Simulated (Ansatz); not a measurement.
BFH₆SiSn, SMILES `F[SiH2][BH][SnH3]`, relaxed with RKS PBE-D4/def2-SVP in the Gaussian-basis code of Ansatz from a rough embedded geometry. The force threshold is 0.03 eV/Å; the program also tests the step.

Total charge 0; spin multiplicity 1. Sn: def2 effective core potential.

Start:

```xyz
10

F    -0.214   -0.107    2.488
Si   -0.518   -1.178    1.265
B     0.569   -0.646   -0.223
Sn    0.293    1.336   -1.204
H    -0.146   -2.558    1.660
H    -1.952   -1.140    0.894
H     1.349   -1.401   -0.737
H     1.801    2.221   -1.066
H    -0.983    2.243   -0.257
H    -0.199    1.230   -2.821
```

```
        step  energy (eV)  largest force (eV/Å)  largest move (Å)
           1  -17185.6540                 1.431             0.000
           2  -17185.8366                 0.933             0.194
           3  -17185.9206                 0.193             0.092
           4  -17185.9502                 0.252             0.200
           5  -17185.9707                 0.429             0.194
           6  -17185.9900                 0.277             0.069
           7  -17186.0168                 0.101             0.200
8 (rejected)  -17186.0133                 0.246             0.127
           9  -17186.0231                 0.021             0.061
          10  -17186.0283                 0.072             0.097
          11  -17186.0301                 0.183             0.125
          12  -17186.0330                 0.105             0.019
          13  -17186.0348                 0.040             0.035
          14  -17186.0362                 0.050             0.056
          15  -17186.0371                 0.069             0.100
          16  -17186.0383                 0.044             0.023
          17  -17186.0409                 0.022             0.074
          18  -17186.0433                 0.105             0.197
          19  -17186.0453                 0.088             0.030
          20  -17186.0474                 0.016             0.055
          21  -17186.0488                 0.063             0.125
          22  -17186.0493                 0.050             0.034
          23  -17186.0497                 0.052             0.042
          24  -17186.0499                 0.032             0.018
          25  -17186.0501                 0.012             0.029
```

End:

```xyz
10

F    -0.464    0.156    2.237
Si   -0.380   -1.212    1.317
B     0.081   -0.763   -0.574
Sn    0.354    1.406   -1.145
H     0.656   -2.114    1.944
H    -1.725   -1.894    1.391
H     0.204   -1.645   -1.403
H     1.633    2.092   -0.199
H    -1.077    2.297   -0.751
H     0.717    1.677   -2.816
```

It took 23 s on 4 threads of a server CPU on a shared host, with 0.17 GiB of host memory at the peak.
